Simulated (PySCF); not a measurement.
## Electron correlation in O²⁺ (oxygen, charge +2)

[He] 2s1 2p3, high-spin 5S determinant (an excited configuration). Calculation: PySCF 2.14, in ANO-RCC-VTZP (4s3p2d1f, 30 functions); scalar relativity by spin-free X2C-1e. Frozen: 1s2; 4 electrons correlated.

```csv
level,correlation energy (mhartree)
CCSD,-30.20
(T),-0.10
CCSD(T),-30.30
CCSDT,-30.32
```

Diagnostics: T1 = 0.0013, D1 = 0.0021, largest double amplitude 0.019.

**Question.** Is a single reference adequate?

**Answer.** Yes: T1 lies below 0.03 and no double amplitude reaches 0.07.
